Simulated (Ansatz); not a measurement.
```yaml
crystal:
  periodic: [false, false, false]
  atoms:
    - {symbol: C, position_ang: [-1.431666, 1.105957, 0.263944]}
    - {symbol: Zr, position_ang: [0.418019, 0.102900, -0.446973]}
    - {symbol: N, position_ang: [1.722871, 0.044293, 1.093113]}
    - {symbol: N, position_ang: [-0.161800, -1.792575, -0.839597]}
    - {symbol: Cl, position_ang: [1.199779, 1.218479, -2.394562]}
    - {symbol: H, position_ang: [-1.773042, 0.689927, 1.219246]}
    - {symbol: H, position_ang: [-1.250418, 2.178385, 0.407877]}
    - {symbol: H, position_ang: [-2.256329, 0.999891, -0.449664]}
    - {symbol: H, position_ang: [2.728618, 0.142681, 1.052168]}
    - {symbol: H, position_ang: [1.441757, -0.007126, 2.064663]}
    - {symbol: H, position_ang: [0.121578, -2.632602, -0.355205]}
    - {symbol: H, position_ang: [-0.759368, -2.050219, -1.615012]}
basis:
  gaussian: {orbitals: def2-SVPD, final_grid: {core_spheres: 1, valence_spheres: 1, degree: 3}}
magnetization: {spin_polarized: true, initial_magnetization: 2}
hamiltonian: {xc: {name: wB97M-V}}
correlation: {electrons: all}
```

```sh
$ ansatz run in.yaml --threads 2 --pin off --events-out ev --progress --plain --max-ram 22528MiB --backend cpu
```

Q: How does Ansatz answer? (Estimate.)

A: Ansatz gave: The input was rejected before any iteration.
```
Error: invalid value for `correlation`: name a method or an active space
```
